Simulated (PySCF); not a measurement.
o-anisidine, C7H9NO.
Atom-mapped SMILES: `[CH3:1][O:2][c:3]1[cH:4][cH:5][cH:6][cH:7][c:8]1[NH2:9]` (hydrogens: H10, H11, H12 on C1; H13 on C4; H14 on C5; H15 on C6; H16 on C7; H17, H18 on N9)

Method used: PBE0-D3(BJ)/def2-SVP geometry optimisation, gas phase in PySCF.

Q: What internal coordinates does the optimisation give?

A: 
| bond | length (pm) |
| --- | --- |
| C1–O2 | 139.7 |
| O2–C3 | 135.9 |
| C3–C4 | 139.0 |
| C4–C5 | 140.0 |
| C5–C6 | 138.9 |
| C6–C7 | 139.6 |
| C7–C8 | 139.7 |
| C8–N9 | 137.8 |
| C3–C8 | 141.7 |
| C1–H10, C1–H11, C1–H12 | 110.3 |
| C4–H13 | 109.1 |
| C5–H14 | 109.2 |
| C6–H15 | 109.2 |
| C7–H16 | 109.4 |
| N9–H17, N9–H18 | 101.1 |

Bonds in one row agree within 1 pm and their mean is given. A selection of angles:
| angle | degrees |
| --- | --- |
| O2–C1–H10 | 106.9 |
| O2–C1–H11 | 111.9 |
| H10–C1–H11 | 108.9 |
| C1–O2–C3 | 118.6 |
| O2–C3–C4 | 125.1 |
| O2–C3–C8 | 114.3 |
| C4–C3–C8 | 120.6 |
| C3–C4–C5 | 120.2 |
| C3–C4–H13 | 120.2 |
| C5–C4–H13 | 119.6 |
| C4–C5–C6 | 119.7 |
| C4–C5–H14 | 119.6 |
| C6–C5–H14 | 120.7 |
| C5–C6–C7 | 120.2 |
| C5–C6–H15 | 120.3 |
| C7–C6–H15 | 119.5 |
| C6–C7–C8 | 121.1 |
| C6–C7–H16 | 120.2 |
| C8–C7–H16 | 118.7 |
| C7–C8–N9 | 123.1 |
| C3–C8–C7 | 118.2 |
| C3–C8–N9 | 118.7 |
| C8–N9–H17 | 114.7 |
| H17–N9–H18 | 114.5 |
| H18–N9–C8 | 116.3 |

Dihedral angles: C1–O2–C3–C4 0° (synperiplanar). The mirror-image conformer, all signs reversed, is as good.

Of the pairs four or more bonds apart, those above aside, C1···H13 is among the closest relative to their van der Waals radii: 2.54 Å, 88 % of the sum of Bondi's values. The 6 C–C bonds span 1.389 Å (C5–C6, aromatic) to 1.417 Å (C3–C8, aromatic), a spread of 0.028 Å. N9 (aniline-type nitrogen) is pyramidal (angles 116.3°, 114.7° and 114.5°, sum 345.5°, 0.25 Å off the plane of its three neighbours). The C–O distances run from 1.359 Å (O2–C3, drawn single) to 1.397 Å (C1–O2, drawn single), a spread of 0.038 Å. The 6-membered ring C3–C4–C5–C6–C7–C8 has internal angles of 118.2° to 121.1°; it is planar, 0.00 Å rms from its mean plane, widest ring torsion 0°. The 9 heavy atoms lie in one plane (0.015 Å rms). H17 on N9 lies 2.23 Å from O2, 4 bonds away (angle at H 103°; Bondi radii sum to 2.72 Å).

Whether it is a minimum is left open (no frequencies). The numbers are those of one conformer.

Cost: about 2 min of CPU time on one thread; the machine was shared, so the figure is rough. These figures are those of the optimisation.
